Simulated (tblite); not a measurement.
Species: C₅H₂FNO.
Bonds: N1–C2 (triple), C2–C3, C3–C4 (aromatic), C4–O5 (aromatic), O5–C6 (aromatic), C6–F7, C6–C8 (aromatic), C3–C8 (aromatic). Hydrogens: H9 on C4; H10 on C8.

Computed with GFN2-xTB (tblite), gas phase: Langevin dynamics at 600 K from the optimised GFN2-xTB geometry, time step 0.5 fs, friction 0.01 fs⁻¹, 2000 steps. Over the second half of the run the saved frames average 667 K.

The optimised geometry, where the run starts:
```
atom  x, y, z in Å
N1      3.133   -0.604    0.134
C2      2.021   -0.338    0.077
C3      0.652   -0.023    0.008
C4      0.099    1.208   -0.228
O5     -1.241    1.127   -0.224
C6     -1.540   -0.155    0.015
F7     -2.824   -0.464    0.061
C8     -0.441   -0.932    0.170
H9      0.543    2.167   -0.404
H10    -0.394   -1.982    0.368
```

t = 150 fs, T = 251 K, E(pot) 0.394 eV above the start
```
atom  x, y, z in Å  |  force x, y, z in eV/Å
N1      2.870   -0.569   -0.230    1.224  -0.153   0.241
C2      1.796   -0.239   -0.037    1.062  -0.551  -0.517
C3      0.463    0.005   -0.127   -1.530  -0.271   1.530
C4     -0.143    1.211   -0.111   -0.798   2.035  -1.829
O5     -1.466    1.045   -0.326   -0.712   0.354   0.828
C6     -1.748   -0.253   -0.185    1.736  -0.697  -0.021
F7     -2.997   -0.659   -0.290    0.046   0.163   0.089
C8     -0.580   -0.972    0.006   -0.860   0.574  -0.967
H9      0.179    2.253   -0.328   -0.021  -1.162   0.464
H10    -0.421   -2.022    0.021   -0.146  -0.292   0.182
```

t = 175 fs, T = 226 K, E(pot) 0.541 eV above the start
```
atom  x, y, z in Å  |  force x, y, z in eV/Å
N1      3.004   -0.526   -0.096   -0.349   0.079   0.079
C2      1.879   -0.304   -0.036    0.418  -0.140   0.033
C3      0.503   -0.051    0.013   -0.951   0.330  -1.891
C4     -0.140    1.121   -0.322    0.959   1.305   1.911
O5     -1.458    1.089   -0.226   -0.856  -1.967  -0.969
C6     -1.702   -0.248   -0.209   -1.375   0.330   0.219
F7     -2.948   -0.730   -0.231    0.335   0.613  -0.064
C8     -0.583   -0.968   -0.132    0.563  -2.185   0.772
H9      0.156    2.120   -0.214    1.049   1.106  -0.179
H10    -0.579   -2.057   -0.104    0.208   0.529   0.090
```

t = 400 fs, T = 454 K, E(pot) 0.472 eV above the start
```
atom  x, y, z in Å  |  force x, y, z in eV/Å
N1      2.937   -0.465    0.532    2.353  -0.240   0.520
C2      1.871   -0.272    0.213   -0.284   0.211  -0.079
C3      0.540   -0.202   -0.057   -2.398  -0.571  -0.064
C4     -0.355    0.822    0.090    0.847   1.831   1.145
O5     -1.626    0.483   -0.081    0.820  -1.165  -0.486
C6     -1.528   -0.831   -0.380   -1.142  -0.162  -1.629
F7     -2.554   -1.271   -1.129   -0.096  -0.297   0.959
C8     -0.273   -1.351   -0.380   -0.018   0.841  -0.065
H9     -0.158    1.827    0.467   -0.093  -0.378  -0.306
H10     0.034   -2.345   -0.609    0.012  -0.069   0.004
```

t = 425 fs, T = 667 K, E(pot) 0.467 eV above the start
```
atom  x, y, z in Å  |  force x, y, z in eV/Å
N1      3.037   -0.409    0.639    2.063  -0.190   0.190
C2      2.002   -0.373    0.185   -3.496   0.581   0.403
C3      0.567   -0.264    0.036    0.349  -1.256  -1.238
C4     -0.313    0.749    0.312    0.393  -0.909  -0.629
O5     -1.538    0.407   -0.050   -0.990  -0.408  -0.579
C6     -1.522   -0.820   -0.622    0.617  -0.081   0.907
F7     -2.757   -1.265   -0.934    1.323   0.037   0.029
C8     -0.240   -1.335   -0.564    0.035  -0.243  -0.195
H9     -0.249    1.756    0.572    0.530   1.019   0.690
H10     0.182   -2.323   -0.902   -0.823   1.449   0.422
```

t = 450 fs, T = 528 K, E(pot) 0.869 eV above the start
```
atom  x, y, z in Å  |  force x, y, z in eV/Å
N1      3.082   -0.381    0.507   -0.837  -0.006   0.729
C2      1.930   -0.415    0.466   -0.153  -0.662  -2.586
C3      0.577   -0.433   -0.085    1.306  -0.793   0.674
C4     -0.197    0.571    0.347   -1.458   1.250   0.884
O5     -1.480    0.435   -0.032    0.320  -0.743   0.163
C6     -1.532   -0.753   -0.670    2.472   0.783   0.327
F7     -2.725   -1.187   -0.728   -2.221  -1.144  -1.100
C8     -0.299   -1.337   -0.844   -0.356   2.313   1.732
H9     -0.098    1.318    1.105    0.563   0.386  -0.186
H10    -0.033   -2.152   -1.412    0.364  -1.385  -0.639
```

t = 525 fs, T = 718 K, E(pot) 0.676 eV above the start
```
atom  x, y, z in Å  |  force x, y, z in eV/Å
N1      3.050   -0.530    0.256    3.524  -0.105   0.393
C2      1.941   -0.461    0.109   -2.524  -0.084  -0.423
C3      0.556   -0.459    0.002    0.149   2.131   0.409
C4     -0.246    0.608    0.447    0.195  -2.166  -0.210
O5     -1.501    0.121    0.301    0.374   3.318   0.795
C6     -1.497   -0.999   -0.353   -1.312   0.127   0.165
F7     -2.808   -1.190   -0.587    0.508  -1.633  -0.675
C8     -0.243   -1.465   -0.564   -0.909   0.248   0.063
H9     -0.035    1.600    0.841   -0.243  -0.742  -0.043
H10     0.114   -2.290   -1.084    0.239  -1.094  -0.476
```

t = 825 fs, T = 712 K, E(pot) 0.692 eV above the start
```
atom  x, y, z in Å  |  force x, y, z in eV/Å
N1      2.094   -1.037   -0.917    2.705  -1.167  -1.488
C2      1.270   -0.618   -0.283   -3.635   1.558   1.463
C3      0.008   -0.182    0.254    1.913   1.376   0.684
C4     -0.263    0.962    0.978   -2.109  -0.954   0.521
O5     -1.662    0.978    1.400    4.629  -0.405  -1.468
C6     -2.050   -0.138    0.839   -0.875   0.005   0.141
F7     -3.298   -0.332    1.093   -2.107  -0.916  -0.036
C8     -1.175   -0.902    0.150   -1.127   0.156  -0.204
H9      0.372    1.648    1.422    0.720   1.127   0.424
H10    -1.396   -1.681   -0.523   -0.114  -0.782  -0.037
```

t = 850 fs, T = 798 K, E(pot) 0.554 eV above the start
```
atom  x, y, z in Å  |  force x, y, z in eV/Å
N1      1.954   -1.061   -1.063   -3.047   1.315   1.262
C2      0.971   -0.644   -0.567    3.698  -1.644  -1.194
C3     -0.125   -0.196    0.155   -0.100   1.640   0.686
C4     -0.243    1.021    0.845   -2.427  -0.871  -1.321
O5     -1.587    1.077    1.189    0.443   1.565   1.408
C6     -2.257   -0.056    0.944    3.567  -0.001  -1.215
F7     -3.459   -0.189    1.387   -0.883  -0.061   0.173
C8     -1.362   -0.860    0.274   -0.844  -1.672  -0.246
H9      0.262    1.981    0.822   -0.019  -0.660   0.236
H10    -1.457   -1.871   -0.114   -0.388   0.389   0.209
```

t = 875 fs
```
atom  x, y, z in Å
N1      1.843   -0.968   -1.135
C2      0.825   -0.632   -0.649
C3     -0.376   -0.247    0.013
C4     -0.456    1.043    0.596
O5     -1.619    1.194    1.257
C6     -2.230   -0.008    1.077
F7     -3.386   -0.109    1.529
C8     -1.548   -0.934    0.330
H9      0.277    1.839    0.748
H10    -1.883   -1.935    0.211
```

**Question.** Estimate the potential energy and the forces of this last frame.

**Answer.** 0.469 eV above the start.

| atom | Fx (eV/Å) | Fy (eV/Å) | Fz (eV/Å) |
| --- | --- | --- | --- |
| N1 | -3.196 | 1.084 | 1.444 |
| C2 | 2.367 | -1.156 | -1.139 |
| C3 | 2.197 | 1.970 | 0.080 |
| C4 | 0.536 | -0.664 | -0.150 |
| O5 | 0.164 | -1.658 | -0.800 |
| C6 | 2.785 | 0.518 | -1.284 |
| F7 | -3.897 | -0.291 | 1.727 |
| C8 | -0.687 | 0.957 | 0.967 |
| H9 | -0.396 | -0.551 | -0.451 |
| H10 | 0.128 | -0.209 | -0.392 |

The bond farthest from its length at the start is C6–F7 (1.246 against 1.321 Å), and half the difference of its two atoms' forces along it is +3.68 eV/Å (positive lengthens). The largest atomic force is 4.27 eV/Å.

What follows is the cost of the whole dynamics run. Time: 7.8 s wall; peak memory 0.18 GiB. Hardware: Intel Xeon Platinum 8488C, one thread, shared host with 192 logical CPUs at a one-minute load of 48.
